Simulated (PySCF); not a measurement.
CH4Cl2Ge, SMILES [CH3][GeH]([Cl])[Cl].

Geometry: r2SCAN-D4/def2-SVP.

Method: PBE/def2-TZVP run with PySCF.

Computed frontier levels, gap, dipole moment and polarisability:
```
Item                                                                                                           Result
---------------------------------------------------------------------------------------------  ----------------------
highest occupied level                                                                                       -7.39 eV
lowest empty level                                                                                           -1.43 eV
orbital gap                                                                                                   5.96 eV
dipole moment                                                                                               0.556 e·Å
quadrupole, principal values (traceless, Buckingham form, about the centre of nuclear charge)   -4.83, 1.68, 3.15 D·Å
mean static polarisability                                                                       66.6 bohr³ (9.88 Å³)
polarisability, principal values                                                               56.9, 68.5, 74.5 bohr³
```
